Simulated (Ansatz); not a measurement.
Cartesian coordinates (Å):
```xyz
7

S      1.4564    -0.8520     0.6415
B      0.0001     0.0000    -0.0003
S     -1.4539    -0.9473    -0.4972
S     -0.0021     1.7992    -0.1452
H      2.2196     0.2348     0.8559
H     -0.9764    -2.1718    -0.2103
H     -1.2437     1.9371    -0.6443
```
Charge 0, spin multiplicity 1.

Level of theory: frozen-core CCSD(T)/cc-pVTZ // r2SCAN-D4/def2-TZVP run with Ansatz (an electronic-structure program).

The HF energy is -1219.17451 Ha and the MP2 correlation energy is -0.63185 Ha.

### Question
Estimate the CCSD correlation energy, the (T) correction, the total energy and the T1 diagnostic.

### Answer

The CCSD correlation energy is -0.68408 Ha and the (T) correction is -0.03372 Ha. The CCSD(T) total energy is -1219.89232 Ha and the T1 diagnostic is 0.013.
